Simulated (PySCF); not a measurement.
## Computed properties of Si(F)(OH)(NH2)2 (FH5N2OSi), SMILES N[Si](F)(N)O

FH5N2OSi, SMILES N[Si](N)(O)F. The structure is a stationary point at B3LYP-D3(BJ)/def2-SVP. The structure was generated by enumeration, and PubChem lists no compound with its InChIKey, so it may never have been made. Other conformers were not sampled. All values are computed for the isolated molecule unless a solvent is named; none is compared with measurement here.

**Structure.** All 24 harmonic modes at B3LYP-D3(BJ)/def2-SVP (PySCF) are real, so it is a minimum. With heavy atoms numbered as in [NH2:1][Si:2]([NH2:3])([OH:4])[F:5], the shortest bond between them is Si2–F5 at 1.636 Å and the longest Si2–N3 at 1.710 Å.

**Vibrations.** The strongest infrared lines (harmonic, unscaled, degenerate partners summed) lie at 968 cm⁻¹ (240 km/mol, Si 50 %, O 19 %, N 17 %, H 13 %), 989 cm⁻¹ (236 km/mol, Si 48 %, N 21 %, H 21 %), 897 cm⁻¹ (196 km/mol, Si 44 %, N 18 %, F 17 %, O 12 %, H 9 %). The softest mode is at 159 cm⁻¹ and the zero-point energy is 43.7 kcal/mol.

**Electronic structure.** PBE0/def2-TZVP (PySCF) places the frontier levels at -7.70 and 0.67 eV, a gap of 8.37 eV, and gives a dipole moment of 1.20 D and a mean polarisability of 40.3 bohr³. PBE/def2-TZVP (PySCF) at the same geometry gives -6.16 and -0.19 eV, so its gap is 2.40 eV narrower. An orbital gap is neither the optical nor the fundamental gap.

**Excitations.** TDA-M06-2X/def2-SVPD (PySCF) has S1 at 7.00 eV (177 nm, f = 0.056, bright); the most intense of the 10 singlets computed lies at 7.00 eV (f = 0.06). T1 (TDA) is at 6.74 eV, 0.26 eV under S1. TDA-PBE/def2-SVPD (PySCF) puts S1 at 5.77 eV. No vertical singlet excitation falls in the visible range (under 3.1 eV).

**NMR.** GIAO shifts at B3LYP/pcSseg-1 (PySCF) (non-relativistic, atoms alike by connectivity averaged): ¹H from 1.0 to 1.8 ppm against TMS; ²⁹Si at -53.9 ppm against TMS; ¹⁹F at -157.9 ppm against CFCl3.

**Solvation.** SMD-B3LYP/6-31G* (PySCF) gives -8.3 kcal/mol in water, -5.8 kcal/mol in diethylether, -7.3 kcal/mol in dichloromethane (1 M in both phases, gas-phase geometry); of these solvents water holds the molecule best.
